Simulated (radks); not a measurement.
Li, configuration [He] 2s1.

Calculated with a radial shooting solver on a logarithmic mesh with Libxc functionals: non-relativistic Kohn-Sham, exchange-only LDA, spin-polarised, spherical densities, point nucleus; open shells are filled with parallel spins first.

Energy parts (eV):
part                energy
total             -195.742
kinetic            195.742
electron-nucleus  -458.733
Hartree            108.211
exchange           -40.963

Orbitals (lengths in bohr, moments of r in powers of bohr; r(max) is where P^2 peaks; r(90%) holds 90 % of the orbital's charge):
orbital	occ.	eigenvalue (eV)	r(90%)	<1/r>	r(max)
1s up	1	-49.3474	1.08	2.631	0.3661
1s down	1	-49.1050	1.07	2.635	0.3664
2s up	1	-2.7330	6.21	0.3526	3.135

The highest occupied level is 2s up at -2.733 eV. Summed over all electrons, <r^2> = 19.41 bohr^2, which gives a Langevin (diamagnetic) susceptibility term of -15.4 x 10^-6 cm^3/mol.
